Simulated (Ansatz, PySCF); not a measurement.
System: CHClF$_{2}$, net charge 0, singlet state. SMILES: FC(F)Cl
Structure (B3LYP-D3(BJ)/def2-TZVP (Ansatz, an electronic-structure program) minimum search):
```
C
F 1 1.3432
F 1 1.3432 2 108.21
H 1 1.0879 2 110.03 3 120.24
Cl 1 1.7787 4 109.10 3 120.43
```

Wanted: vertical ionisation energy (to the doublet state of charge +1; each state is the SCF solution reached for its spin), in eV. Cores are frozen in the correlated levels unless marked. UHF or UKS for open shells. No spin-orbit coupling. No relativistic terms. 

| level | program | vertical ionisation energy (eV) |
|---|---|---|
| HF/aug-cc-pV(D+d)Z | Ansatz | 11.55 |
| SVWN5/def2-TZVPD | Ansatz | 12.34 |
| PBE/def2-TZVPD | Ansatz | 12.13 |
| r2SCAN/def2-TZVPD | Ansatz | 12.30 |
| CAM-B3LYP/def2-TZVPD | Ansatz | 12.54 |
| RI-MP2/aug-cc-pV(T+d)Z | Ansatz | 12.65 |
| RI-MP2/aug-cc-pV(Q+d)Z | Ansatz | 12.73 |
| SCS-MP2/aug-cc-pV(D+d)Z | Ansatz | 12.45 |
| CCSD/aug-cc-pV(D+d)Z | Ansatz | 12.36 |

For comparison, minus the highest occupied orbital energy (PySCF): 11.08 eV at M06-2X/def2-TZVPD, 8.88 eV at TPSSh/def2-TZVPD, 9.66 eV at PBE0/def2-TZVPD.
